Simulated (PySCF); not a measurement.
BeH2O. Atoms are numbered in the order given.

```xyz
4

Be    -0.0301     0.8599     0.0000
H     -0.0650     2.1851     0.0000
O      0.0766    -0.5354     0.0000
H     -0.4278    -1.3414     0.0000
```

Geometry: B3LYP-D3(BJ)/def2-TZVPD.

Level of theory: TDDFT-LC-ωPBE/def2-TZVPD run with PySCF 2.14.0.

Vertical excitations. Gas-phase values at a fixed geometry. State labels are in the subgroup Cs.

| state | symmetry | energy (eV) | λ (nm) | f | main pairs |
|---|---|---|---|---|---|
| S1 | A" | 8.29 | 150 | 0.006 | HOMO−1→LUMO 65 % |
| S2 | A' | 8.37 | 148 | 0.116 | HOMO→LUMO+2 41 %, HOMO→LUMO+5 17 %, HOMO→LUMO 14 %, HOMO−2→LUMO 11 % |
| S3 | A" | 8.58 | 145 | 0.287 | HOMO→LUMO+1 58 %, HOMO→LUMO+6 25 %, HOMO−1→LUMO 11 % |
| S4 | A' | 8.62 | 144 | 0.175 | HOMO−2→LUMO 58 %, HOMO−2→LUMO+2 13 %, HOMO→LUMO+2 11 % |
| S5 | A" | 8.68 | 143 | 0.000 | HOMO−1→LUMO+2 47 %, HOMO−1→LUMO+5 20 %, HOMO−1→LUMO+7 12 %, HOMO−1→LUMO+4 10 % |
| S6 | A' | 8.98 | 138 | 0.020 | HOMO−1→LUMO+1 30 %, HOMO−2→LUMO+2 22 %, HOMO−1→LUMO+6 14 %, HOMO−2→LUMO+5 9 % |
| S7 | A" | 9.21 | 135 | 0.026 | HOMO−2→LUMO+1 59 %, HOMO−2→LUMO+6 26 %, HOMO−2→LUMO+8 11 % |
| S8 | A' | 9.33 | 133 | 0.072 | HOMO→LUMO 62 %, HOMO→LUMO+2 15 % |
| S9 | A' | 9.65 | 129 | 0.207 | HOMO→LUMO+3 85 % |
| S10 | A' | 10.12 | 123 | 0.136 | HOMO−1→LUMO+1 39 %, HOMO−2→LUMO+2 25 %, HOMO−2→LUMO+5 9 %, HOMO−2→LUMO 7 % |
| T1 | A' | 7.02 | 177 | 0 | HOMO→LUMO+2 37 %, HOMO→LUMO+5 30 %, HOMO→LUMO+7 9 %, HOMO→LUMO+4 9 % |
| T2 | A" | 7.18 | 173 | 0 | HOMO→LUMO+6 46 %, HOMO→LUMO+1 45 % |
| T3 | A" | 7.90 | 157 | 0 | HOMO−1→LUMO 65 %, HOMO−1→LUMO+2 12 %, HOMO−1→LUMO+9 11 % |
| T4 | A' | 8.04 | 154 | 0 | HOMO→LUMO 28 %, HOMO→LUMO+9 14 %, HOMO−1→LUMO+1 9 %, HOMO→LUMO+4 9 % |
Triplets are in the Tamm–Dancoff approximation, which puts them higher than full response would, so one can lie above its singlet here.
